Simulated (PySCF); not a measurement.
Chlorine: a sound run and one with changed settings

Sound run: Cl⁺ [Ne] 3s2 3p4, Cl²⁺ [Ne] 3s2 3p3. Calculation: PySCF 2.14, in 6-31G* (4s3p1d, 18 functions); the non-relativistic Hamiltonian (point nucleus). The sound run starts from symmetry-adapted Hartree-Fock orbitals and uses a fine grid where one is needed.

Changed run: 26 angular points. This setting is unsound on purpose.

```
species  method  sound run (hartree)  changed run (hartree)  converged
    Cl⁺     UHF           -459.01354             -459.01354        yes
    Cl⁺  M06-2X           -459.61910             -459.62111        yes
    Cl⁺   M06-L           -459.63267             -459.63317        yes
   Cl²⁺     UHF           -458.18678             -458.18678        yes
   Cl²⁺  M06-2X           -458.74383             -458.74383        yes
   Cl²⁺   M06-L           -458.76763             -458.76763        yes
```

Ionisation energy of Cl⁺:

```tsv
method	sound run (eV)	changed run (eV)
UHF	22.497	22.497
M06-2X	23.817	23.872
M06-L	23.539	23.552
```

A coarse angular grid integrates products of high-l functions wrongly, so density functionals can shift, and the SCF can exploit the error; Hartree-Fock and MP2 need no grid.

For comparison, NIST gives 23.814 eV between the lowest levels.
